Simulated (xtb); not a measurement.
2-methylidene-3H-selenophene (C5H6Se), SMILES C=C1CC=C[Se]1. All values are semi-empirical tight-binding results from xtb (GFN2-xTB unless named), good for trends rather than for accurate numbers. Geometry optimised at GFN2-xTB. One conformer was computed; it need not be the lowest.

Computed properties:
* **point group as xtb finds it**: Cs
* **orbital gap**: 3.54 eV
* **zero-point energy**: 56.4 kcal/mol
* **G − E(el) at 298.15 K (modified RRHO)**: 37.1 kcal/mol
* **static polarisability (D4 model)**: 83.1 bohr³
* **solvation energy, GFN2-xTB/ALPB(water)**: -1.1 kcal/mol
* **solvation energy, GFN2-xTB/ALPB(methanol)**: -5.0 kcal/mol
